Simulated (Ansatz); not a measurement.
Basis-set series for C6H5NO, SMILES `O=Nc1ccccc1`. Total charge 0; spin multiplicity 1. All single points use the PBE0-D4/def2-TZVP geometry. It is one conformer, not always the lowest.

```xyz
13

O     0.070   -3.199   -0.410
N     0.449   -2.248   -1.040
C     0.190   -0.972   -0.441
C     0.629    0.124   -1.171
C     0.423    1.401   -0.673
C    -0.218    1.564    0.546
C    -0.656    0.459    1.273
C    -0.454   -0.815    0.783
H     1.125   -0.051   -2.118
H     0.760    2.266   -1.232
H    -0.381    2.562    0.938
H    -1.156    0.604    2.224
H    -0.781   -1.697    1.321
```

```json
{"functional": "PBE0-D4", "basis": "def2-SVP", "functions": "137", "energy (Eh)": "-360.87084", "HOMO (eV)": "-6.32", "LUMO (eV)": "-2.63"}
{"functional": "PBE0-D4", "basis": "def2-QZVPP", "functions": "606", "energy (Eh)": "-361.28762", "HOMO (eV)": "-6.54", "LUMO (eV)": "-2.79"}
{"functional": "ωB97M-V", "basis": "def2-SVP", "functions": "137", "energy (Eh)": "-361.13972", "HOMO (eV)": "-8.86", "LUMO (eV)": "-0.39"}
{"functional": "ωB97M-V", "basis": "def2-QZVPP", "functions": "606", "energy (Eh)": "-361.56988", "HOMO (eV)": "-9.10", "LUMO (eV)": "-0.62"}
```

Problem. Give the rows for def2-TZVPP. (An estimate is asked.)

Solution. Ansatz gave: 
```tsv
functional	basis	functions	energy (Eh)	HOMO (eV)	LUMO (eV)
PBE0-D4	def2-TZVPP	318	-361.26909	-6.50	-2.75
ωB97M-V	def2-TZVPP	318	-361.55260	-9.07	-0.58
```
